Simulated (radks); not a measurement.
Values are calculated unless marked as measured or tabulated.
Neutral arsenic inside a hard spherical wall (all orbitals vanish at R), configuration held at [Ar] 3d10 4s2 4p3 and not refilled when levels cross. Level of theory: scalar-relativistic Kohn-Sham, LDA (Slater exchange, VWN5 correlation), spin-polarised, spherical densities, finite nucleus; open shells are filled with parallel spins first; Fermi nuclear charge, rms radius 4.0968 fm (a radial shooting solver on a logarithmic mesh with Libxc functionals). Eigenvalues in eV for spin up, with the zero of energy where the potential of the charges vanishes at infinity; a dash marks a level that is unbound or too diffuse for the functional's potential to be trusted. A positive occupied level is held by the wall or, in an anion where self-interaction has pushed it up, behind a barrier. The pressure on the wall is -dE/dV.

[
 {"R (bohr)": "free", "E (hartree)": "-2257.80429", "kinetic (hartree)": "2300.398", "e(3p)": "-133.18", "e(3d)": "-40.711", "e(4s)": "-15.334", "e(4p)": "-5.962", "e(5s, empty)": "-0.514", "e(5p, empty)": "-", "pressure (GPa)": "0"},
 {"R (bohr)": "8", "E (hartree)": "-2257.80285", "kinetic (hartree)": "2300.411", "e(3p)": "-133.07", "e(3d)": "-40.603", "e(4s)": "-15.250", "e(4p)": "-5.878", "e(5s, empty)": "0.977", "e(5p, empty)": "3.764", "pressure (GPa)": "0.0695"},
 {"R (bohr)": "6", "E (hartree)": "-2257.78405", "kinetic (hartree)": "2300.537", "e(3p)": "-132.32", "e(3d)": "-39.860", "e(4s)": "-14.700", "e(4p)": "-5.269", "e(5s, empty)": "4.779", "e(5p, empty)": "9.511", "pressure (GPa)": "1.75"},
 {"R (bohr)": "5", "E (hartree)": "-2257.72608", "kinetic (hartree)": "2300.854", "e(3p)": "-130.89", "e(3d)": "-38.454", "e(4s)": "-13.669", "e(4p)": "-4.019", "e(5s, empty)": "10.552", "e(5p, empty)": "17.097", "pressure (GPa)": "10.1"},
 {"R (bohr)": "4", "E (hartree)": "-2257.48232", "kinetic (hartree)": "2301.952", "e(3p)": "-127.23", "e(3d)": "-34.874", "e(4s)": "-10.807", "e(4p)": "-0.365", "e(5s, empty)": "25.003", "e(5p, empty)": "34.393", "pressure (GPa)": "68.8"},
 {"R (bohr)": "2.5", "E (hartree)": "-2254.28329", "kinetic (hartree)": "2312.822", "e(3p)": "-108.14", "e(3d)": "-16.253", "e(4s)": "12.371", "e(4p)": "28.283", "e(5s, empty)": "119.73", "e(5p, empty)": "136.93", "pressure (GPa)": "2380"},
 {"R (bohr)": "2", "E (hartree)": "-2248.48082", "kinetic (hartree)": "2330.626", "e(3p)": "-89.222", "e(3d)": "2.838", "e(4s)": "47.108", "e(4p)": "68.214", "e(5s, empty)": "234.22", "e(5p, empty)": "254.46", "pressure (GPa)": "11500"}
]
